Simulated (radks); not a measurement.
Results of a calculation; reference values are marked as such.
All-electron atom: W2+ in [Xe] 4f14 5d4. Code: a radial shooting solver on a logarithmic mesh with Libxc functionals. Model: scalar-relativistic Kohn-Sham, r2SCAN, spin-unpolarised, spherical densities, finite nucleus; meta-GGA in the generalised Kohn-Sham scheme; Fermi nuclear charge, rms radius 5.3658 fm; hard spherical wall at 3 bohr. Some entries of the table are withheld. Estimate them.

| orbital | occ. | eigenvalue (eV) | <r> (bohr) |
|---|---|---|---|
| 1s | 2 | -69570.03 | 0.01835 |
| 2s | 2 | -12039.70 | 0.07756 |
| 2p | 6 | -10528.28 | 0.06944 |
| 3s | 2 | -2788.634 | 0.2008 |
| 3p | 6 | -2338.913 | 0.2012 |
| 3d | 10 | -1820.520 | 0.1824 |
| 4s | 2 | (1) | 0.4496 |
| 4p | 6 | -438.9392 | 0.4778 |
| 4d | 10 | -250.1242 | 0.5114 |
| 5s | 2 | -89.5720 | 1.077 |
| 5p | 6 | -53.5283 | 1.242 |
| 4f | 14 | -41.4475 | 0.6098 |
| 5d | 4 | -10.4772 | 1.535 |
| 6s | 0 | (2) | 1.845 |
| 6p | 0 | 22.1963 | 1.851 |
| 5f | 0 | 30.2893 | 1.819 |

Answer. 
(1) 4s eigenvalue (eV): -587.1034
(2) 6s eigenvalue (eV): 3.6231
